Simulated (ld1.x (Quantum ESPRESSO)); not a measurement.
Scattering properties, TM potential for cobalt

ld1.x (Quantum ESPRESSO) 7.5 input, shortened:

```
&input
   title='Co', zed=27., rel=2, dft='PZ', iswitch=3,
   config='[Ar] 3d7 4s1 4p0', rel_dist='average'
 /
 &inputp
   pseudotype=2, tm=.true., lloc=2,
   nlcc=.true.
 /
3
4S  1  0   1.00   0.00  2.10  2.10  0.0
4P  2  1   0.00   0.00  1.85  1.85  0.0
3D  3  2   7.00   0.00  0.75  0.75  0.0
 &test
   configts(1)='3d7 4s1 4p0'
 /
```

Open shells are filled in proportion to 2j + 1 (rel_dist='average').

The phase is arctan(r·u′/u) with u = r·R(r), unwrapped; energies in Ry, scanned from -3 to 5 Ry. A pole is an energy at which the radial function vanishes at the test radius. The pseudo phase is shifted by a multiple of π to meet the all-electron one at the reference energy, and phase errors are pseudo minus all-electron; the curves can meet again beyond the range given. Levels narrower than the energy grid can be missing from the lists of poles.

Task: For each channel, where are the poles, and over which energies does the pseudopotential scatter like the atom?

Result:

| channel | radius (bohr) | reference energy (Ry) | poles, all-electron | poles, pseudo | unbroken range about the reference energy with phases within 0.05 rad | phase error 1 Ry above the reference energy (rad) |
| --- | --- | --- | --- | --- | --- | --- |
| s | 2.31 | -0.96 | 1.72 | -0.67, 2.01 | below -0.8 | -3.103 |
| p1/2 | 2.31 | -0.57 | 2.84 | 1.95 | below 0.8 | -0.042 |
| p3/2 | 2.31 | -0.56 | 2.91 | 1.93 | below 0.5 | -0.048 |
| d3/2 | 2.31 | -1.28 | -1.10, 4.81 | -1.09, 4.84 | above -1.3 | +0.003 |
| d5/2 | 2.31 | -1.26 | -1.08, 4.83 | -1.09, 4.84 | above -1.3 | -0.002 |

Note: ghost states, extra bound levels that the all-electron valence spectrum of the same l lacks: s at -677.5 eV, p1/2 at -226.3 eV, p3/2 at -220.5 eV, s at -8.9 eV. A true bound ghost makes a file unfit for plane-wave use.

Phases in the d3/2 channel:

```csv
E (Ry),all-electron,pseudo
-3.00,1.293,1.293
-2.76,1.276,1.276
-2.52,1.254,1.254
-2.28,1.224,1.224
-2.04,1.177,1.178
-1.80,1.090,1.093
-1.56,0.827,0.841
-1.32,-0.860,-0.788
-1.08,-1.591,-1.579
-0.84,-1.741,-1.736
-0.60,-1.818,-1.814
-0.36,-1.877,-1.873
-0.12,-1.933,-1.930
0.12,-1.995,-1.992
0.36,-2.072,-2.068
0.60,-2.174,-2.168
0.84,-2.318,-2.311
1.08,-2.535,-2.523
1.32,-2.862,-2.845
1.56,-3.292,-3.272
1.80,-3.704,-3.687
2.04,-4.003,-3.991
2.28,-4.198,-4.190
2.52,-4.328,-4.322
2.76,-4.418,-4.413
3.00,-4.484,-4.480
3.24,-4.535,-4.532
3.48,-4.575,-4.572
3.72,-4.608,-4.606
3.96,-4.636,-4.634
4.20,-4.661,-4.659
4.44,-4.683,-4.680
4.68,-4.702,-4.700
4.92,-4.720,-4.718
```
